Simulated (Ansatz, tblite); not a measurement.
Spin states of Au₃⁺, each relaxed with PBE0-D4/def2-TZVP in Ansatz. Electronic energies in the gas phase.

In the def2 sets Au takes a core potential; there is no spin–orbit coupling. The xTB rows come from tblite. Correlated methods freeze no core orbitals; core or outer-core shells of Au are correlated, in sets that lack core-valence functions. In CCSD on the charge 1 triplet the largest single amplitude is 0.25, so its Hartree–Fock determinant may place the open shell otherwise than the density functionals do. The structure comes from a short search, and lower isomers may exist.

Singlet geometry (D3h within 0.1 Å):

```
atom    x (Å)    y (Å)    z (Å)
 Au1  -0.3332   0.6604   1.3328
 Au2  -0.5039   0.6131  -1.3014
 Au3   0.8371  -1.2735  -0.0314
```

Triplet geometry (Cs within 0.1 Å):

```xyz
3

Au   -1.218   -0.980    0.058
Au    1.170   -0.060    0.955
Au    0.048    1.040   -1.012
```

Quintet geometry (C2v within 0.1 Å):

```xyz
3

Au    0.222    1.201   -0.170
Au    0.884   -0.549    1.733
Au   -1.105   -0.651   -1.562
```

⟨S²⟩: triplet 2.01 at PBE0-D4/def2-TZVP (pure 2.00), quintet 6.01 at PBE0-D4/def2-TZVP (pure 6.00).

Only these spin states were relaxed. The quintet has other bonds than the singlet, so the gap mixes isomer and spin.

Second-order perturbation terms are unreliable where d shells bring near-degenerate states, and here PBE-QIDH/def2-TZVP, MP2/def2-TZVP lie more than 0.4 eV from the median of the functionals without such a term.

```json
{"level": "GFN1-xTB", "triplet − singlet (kcal/mol)": "14.4", "quintet − singlet (kcal/mol)": "65.8", "lowest of these": "singlet"}
{"level": "HF/def2-TZVP", "triplet − singlet (kcal/mol)": "69.8", "quintet − singlet (kcal/mol)": "117.2", "lowest of these": "singlet"}
{"level": "r2SCAN-D4/def2-TZVP", "triplet − singlet (kcal/mol)": "49.2", "quintet − singlet (kcal/mol)": "110.9", "lowest of these": "singlet"}
{"level": "PBE0-D4/def2-TZVP", "triplet − singlet (kcal/mol)": "59.2", "quintet − singlet (kcal/mol)": "118.6", "lowest of these": "singlet"}
{"level": "PBE-QIDH/def2-TZVP", "triplet − singlet (kcal/mol)": "71.3", "quintet − singlet (kcal/mol)": "127.7", "lowest of these": "singlet"}
{"level": "RPA@PBE/def2-TZVP", "triplet − singlet (kcal/mol)": "48.2", "quintet − singlet (kcal/mol)": "102.1", "lowest of these": "singlet"}
{"level": "MP2/def2-TZVP", "triplet − singlet (kcal/mol)": "74.0", "quintet − singlet (kcal/mol)": "129.3", "lowest of these": "singlet"}
{"level": "CCSD/def2-TZVP", "triplet − singlet (kcal/mol)": "71.0", "quintet − singlet (kcal/mol)": "120.8", "lowest of these": "singlet"}
```

The xTB methods have no spin-polarisation term.
